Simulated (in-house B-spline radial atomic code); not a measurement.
Configurations of the strontium ion Sr⁵⁺, with energies counted from [Ar] 3d10 4s2 4p3. Method: scalar-relativistic (X2C) CAM-B3LYP, spin-polarised, spherical fractional occupations, exact exchange averaged over the configuration, Fermi nucleus of rms radius 4.224 fm. Calculated with a B-spline radial code for spherical atoms. Shells without spins written out take the highest spin.

Occupations are held fixed; configurations that lie above the ionisation limit could autoionise.

```csv
configuration,E - E(ref) (eV),highest orbital,its <r> (bohr)
[Ar] 3d10 4s2 4p2 4d1,29.989,4d up,1.716
[Ar] 3d10 4s2 4p2 5s1,40.842,5s up,2.616
[Ar] 3d10 4s1 4p3 4f1,70.264,4f up,2.4
[Ar] 3d10 4s1 4p3 5f1,83.055,5f up,4.526
[Ne] 3s2 3p5 3d10 4s2 4p3 5p1,299.34,5p up,2.827
```

(1) Order these further configurations by energy, lowest first.
A. [Ar] 3d9 4s2 4p3 5p1
B. [Ar] 3d10 4s2 4p2 4f1
C. [Ar] 3d10 4s1 4p3 5d1
D. [Ar] 3d10 4s1 4p4
E. [Ar] 3d10 4s1 4p3 5s1

## Answers

(1) D (20.132 eV), B (54.497 eV), E (56.809 eV), C (73.821 eV), A (168.89 eV).
